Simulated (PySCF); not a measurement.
## Identify the compound

Molecular formula: C2H13NOSi4. Simulated spectra:

¹H NMR (500 MHz, computed): δ 5.90 (q, 1H), 5.17 (s, 2H), 4.74 (s, 3H), 4.26 (s, 3H), 4.13 (d, 3H), 0.03 (br s, 1H).

¹³C{¹H} NMR (computed): δ 174.2 (C), 127.3 (CH).

Method: geometry: GFN2-xTB, NMR shieldings at PBE0/pcSseg-1/GIAO, in PySCF 2.14.0 with density-fitted response routines (rapidly exchanging positions averaged, gas phase, no relativistic terms, a single conformation).

References, each an isolated molecule treated in the same way: ¹H, ¹³C vs TMS.

Problem. Deduce the structure.

Solution. 
- Rings plus π bonds: 1 (no ring in the answer).
- 2 carbon signals for 2 carbons: no two carbons are equivalent.
- Carbon types of the structure: 1 × C, 1 × CH, leaving 12 H on heteroatoms.
- δC 174.2: alkene carbon bearing oxygen; an sp2 carbon further deshielded by the attached heteroatom.
- δC 127.3: β carbon of an enol-ether or enamine type C=C.
- δH 5.90: hydrogen on a β carbon of an enol-ether or enamine type C=C; attached to an sp2 carbon and in the plane of the double bond.
- δH 5.17: hydrogen on a silicon bonded to N, O.
- δH 4.74: hydrogen on a silicon bonded to N.
- δH 4.26, 4.13: hydrogen on a silicon bonded to C.
- δH 0.03: hydrogen on a nitrogen bonded to 2 Si; labile proton, position sensitive to the medium.

These data were computed for SMILES [SiH3]/C=C(/[SiH3])O[SiH2]N[SiH3].

This is the structure that produced the data.

OH and NH positions are those of a molecule without intermolecular hydrogen bonds; in solution they move with solvent, concentration and temperature, and exchange usually removes their couplings. Shifts are as computed. Against solution values, carbons near 30 ppm lie about +3 ppm off and those near 130 ppm about +5 ppm. Of 1309 compounds with measured shifts, 239 miss one by over three times the rms of a fit or turn the order of signals round; such compounds aren't used in these exercises. No couplings were computed; multiplicities are counted from neighbouring protons, with m where these are inequivalent, close in shift, in a saturated or five-membered ring or joined by F or P, and br s for small geminal =CH2 splittings.
